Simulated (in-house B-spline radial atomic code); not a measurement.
**KLI/ALDAx excitations of Pd**

Method: KLI/ALDAx. Computed with a B-spline radial code for spherical atoms: linear response of the closed shell [Kr] 4d10 with the adiabatic LDA exchange kernel on the exchange-only KLI potential; non-relativistic, point nucleus, no spin-orbit coupling, no double excitations, S, P, D and F terms only; shells from n = 2 respond. Only terms of natural parity with L up to 3 were computed.

Without relativity these are model numbers for so heavy an element.

Command:
```bash
python run_td.py task.json out
```
Settings (radii: box in bohr, nucleus in fm):
```
Z                        46
electrons                46
configuration            [Kr] 4d10
hamiltonian              nr
method                   kli
box_radius               75
intervals                87
```

Run time, properties included: 9.2 s on 1 thread of Arm Neoverse N1, with other jobs on the host.

The lowest states, in the order of their Tamm-Dancoff energies; the method's threshold (minus the highest occupied level) is 9.150 eV. Labels give the largest channel, * marks a mixed state, and oscillator strengths are full-response dipole values. Semilocal kernels can invert the small singlet-triplet splittings of Rydberg terms. Energies in eV:

```csv
state,full response,Tamm-Dancoff,oscillator strength
4d → 5s 3D,1.761,1.818,-
4d → 5s 1D,2.379,2.409,-
4d → 5p 3P,4.987,5.032,-
4d → 5p 3F,5.165,5.183,-
4d → 5p 1F,5.378,5.381,-
4d → 5p 1P,5.733,5.792,0.375
4d → 6s 3D,6.871,6.875,-
4d → 6s 1D,?,?,-
4d → 5d 3S,7.470,7.478,-
4d → 6p 3P,7.531,7.537,-
4d → 6p 3F,?,?,-
4d → 5d 3D,7.586,7.587,-
4d → 6p 1F,7.599,7.600,-
4d → 5d 1D,7.617,7.619,-
4d → 6p 1P,7.671,7.684,0.0516
4d → 5d 1S,7.727,7.747,-
```

(1) Where does 4d → 6s 1D lie?

(2) Where does 4d → 6p 3F lie?

(3) How large is the singlet-triplet splitting of 4d → 5s (D terms) in Tamm-Dancoff?

(4) What polarisabilities and dispersion coefficient does the method give?

Answers

(1) At 6.937 eV in full response, 6.940 eV in Tamm-Dancoff.

(2) At 7.559 eV in full response, 7.562 eV in Tamm-Dancoff.

(3) 0.591 eV, from the unrounded values.

(4) Dipole 20.8 bohr³, quadrupole 241 bohr⁵, C6 144.4 hartree·bohr⁶ for two such species. Recommended dipole value: 26.14 ± 0.1 bohr³ (Schwerdtfeger and Nagle, table of static dipole polarizabilities (2023 update)), which includes relativity and correlation.
